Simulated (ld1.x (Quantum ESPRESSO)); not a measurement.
**Building the ultrasoft potential for Ni (PBE, scalar-relativistic).**

The input file (ld1.x (Quantum ESPRESSO) 7.5):

```
&input
   title='Ni', zed=28., rel=1, dft='PBE', iswitch=3,
   config='[Ar] 3d8 4s0 4p0',
   nld=3, rlderiv=3.00, eminld=-4.0, emaxld=5.0, deld=0.02
 /
 &inputp
   pseudotype=3, tm=.true., lloc=-2, rcloc=1.50,
   nlcc=.true., rcore=0.60,
   file_pseudopw='Ni.UPF', file_wfcaegen='ae.wfc', file_wfcncgen='nc.wfc', file_beta='beta', file_chi='chi', file_wfcusgen='us.wfc'
 /
6
4S  1  0   0.00   0.00  1.80  2.00  0.0
4S  1  0   0.00   3.40  1.80  2.00  0.0
4P  2  1   0.00   0.00  2.05  2.75  0.0
4P  2  1   0.00  -0.15  2.05  2.75  0.0
3D  3  2   8.00   0.00  0.65  0.75  0.0
3D  3  2   0.00   0.25  0.65  0.75  0.0
 &test
   configts(1)='3d8 4s0 4p0'
 /
```

Command:

```bash
ld1.x < Ni.in > Ni.out
```

The program printed (shortened: banner, matrices, multipoles, cross overlaps and the repeated all-electron block are left out):

```
Program LD1 v.7.5
     --------------------------- All-electron run ----------------------------

     Ni
     scalar relativistic calculation

     atomic number is 28.00
     dft =PBE   lsd =0 sic =0 latt =0  beta=0.20 tr2=1.0E-14
     Exchange-correlation= PBE
                           (   1   4   3   4   0   0   0)
     mesh =1195 r(mesh) =  98.77016 a.u. xmin = -7.00 dx = 0.01250
     1 Ry =  13.60569312 eV, c = 137.03599908

     n l     nl                  e(Ry)          e(Ha)          e(eV)
     1 0     1S 1( 2.00)      -605.0465      -302.5232     -8232.0769
     2 0     2S 1( 2.00)       -73.5871       -36.7936     -1001.2036
     2 1     2P 1( 6.00)       -63.5099       -31.7549      -864.0959
     3 0     3S 1( 2.00)        -9.6097        -4.8048      -130.7463
     3 1     3P 1( 6.00)        -6.6955        -3.3477       -91.0968
     3 2     3D 1( 8.00)        -2.0848        -1.0424       -28.3656
     4 0     4S 1( 0.00)        -1.5912        -0.7956       -21.6493
     4 1     4P 1( 0.00)        -1.1041        -0.5520       -15.0218

     final scf error:  1.4E-15 reached in  34 iterations

     Etot =   -3039.116953 Ry,   -1519.558476 Ha,  -41349.292622 eV

     Ekin =    3081.383681 Ry,    1540.691841 Ha,   41924.360760 eV
     Encl =   -7257.101036 Ry,   -3628.550518 Ha,  -98737.889659 eV
     Eh   =    1262.241214 Ry,     631.120607 Ha,   17173.666607 eV
     Exc  =    -125.640812 Ry,     -62.820406 Ha,   -1709.430330 eV

     normalization and overlap integrals

     s(1S/1S) =  1.000000  <r> =   0.0541  <r2> =    0.0039  r(max) =   0.0353
     s(2S/2S) =  1.000000  <r> =   0.2449  <r2> =    0.0708  r(max) =   0.2055
     s(2P/2P) =  1.000000  <r> =   0.2153  <r2> =    0.0569  r(max) =   0.1641
     s(3S/3S) =  1.000000  <r> =   0.7407  <r2> =    0.6338  r(max) =   0.6410
     s(3P/3P) =  1.000000  <r> =   0.7790  <r2> =    0.7163  r(max) =   0.6491
     s(3D/3D) =  1.000000  <r> =   0.9690  <r2> =    1.2282  r(max) =   0.6331
     s(4S/4S) =  1.000000  <r> =   2.3490  <r2> =    6.2677  r(max) =   2.0244
     s(4P/4P) =  1.000000  <r> =   2.8282  <r2> =    9.1203  r(max) =   2.4419

     ------------------------ End of All-electron run ------------------------

     --------------------- Generating US pseudopotential ---------------------

      Generating local potential from pseudized AE potential:
      Matching radius rcloc =   1.5000
      Enforcing V''(0)=0 (lloc=-2)

      Local pseudo, rcloc= 1.519 Estimated cut-off energy=    13.60 Ry

      Computing core charge for nlcc:

       r > 0.60 : true rho core
       r < 0.60 : rho core = a sin(br)/r    a=  22.38  b=   3.24

      Integrated core pseudo-charge :   9.12

      Wfc   4S  rcut= 1.809  Using Troullier-Martins method
      Wfc-us  4S rcutus= 1.999  Estimated cut-off energy=    11.06 Ry

      Wfc   4S  rcut= 1.809  Using Troullier-Martins method
      Wfc-us  4S rcutus= 1.999  Estimated cut-off energy=    21.81 Ry

      Wfc   4P  rcut= 2.050  Using Troullier-Martins method
      Wfc-us  4P rcutus= 2.767  Estimated cut-off energy=    10.04 Ry

      Wfc   4P  rcut= 2.050  Using Troullier-Martins method
      Wfc-us  4P rcutus= 2.767  Estimated cut-off energy=    12.99 Ry

      Wfc   3D  rcut= 0.649  Using Troullier-Martins method
      Wfc-us  3D rcutus= 0.754  Estimated cut-off energy=   197.16 Ry

      Wfc   3D  rcut= 0.649  Using Troullier-Martins method
      Wfc-us  3D rcutus= 0.754  Estimated cut-off energy=   204.21 Ry

     ------------------- End of pseudopotential generation -------------------

     Computing logarithmic derivative in   3.00136
     Computing logarithmic derivative in   3.00136
     Computing the partial wave expansion
     R is outside the sphere for l=    0 j= 0.00
     R is outside the sphere for l=    0 j= 0.00
     R is outside the sphere for l=    1 j= 0.00
     R is outside the sphere for l=    1 j= 0.00
     R is outside the sphere for l=    2 j= 0.00
     R is outside the sphere for l=    2 j= 0.00

     ---------------------- Testing the pseudopotential ----------------------

     Ni
     scalar relativistic calculation

     atomic number is 28.00   valence charge is 10.00
     dft =PBE   lsd =0 sic =0 latt =0  beta=0.20 tr2=1.0E-14
     mesh =1195 r(mesh) =  98.77016 xmin = -7.00 dx = 0.01250

     n l     nl             e AE (Ry)        e PS (Ry)    De AE-PS (Ry)
     3 2     3D   1( 8.00)       -2.08483       -2.08484        0.00000
     1 0     4S   1( 0.00)       -1.59120       -1.59120        0.00000
     2 1     4P   1( 0.00)       -1.10409       -1.10409        0.00000

     eps = 1.3E-16  iter =  4

     Etot =   -3039.116953 Ry,   -1519.558476 Ha,  -41349.292622 eV
     Etotps =   -94.734256 Ry,     -47.367128 Ha,   -1288.925220 eV

     Ekin =     111.070430 Ry,      55.535215 Ha,    1511.190184 eV
     Encl =    -154.905999 Ry,     -77.452999 Ha,   -2107.603479 eV
     Ehrt =      61.615815 Ry,      30.807907 Ha,     838.325868 eV
     Ecxc =     -36.386687 Ry,     -18.193344 Ha,    -495.066097 eV
     (Ecc =     -18.000552 Ry,      -9.000276 Ha,    -244.909985 eV)
     Epseu=     -76.127815 Ry,     -38.063908 Ha,   -1035.771695 eV

     ---------------------- End of pseudopotential test ----------------------
```

Note: ghost states, extra bound levels that the all-electron valence spectrum of the same l lacks: s at -25.6 eV, s at -14.7 eV. A true bound ghost makes a file unfit for plane-wave use.

Generation and configuration tests took about 1.7 s on one core of a shared server CPU.
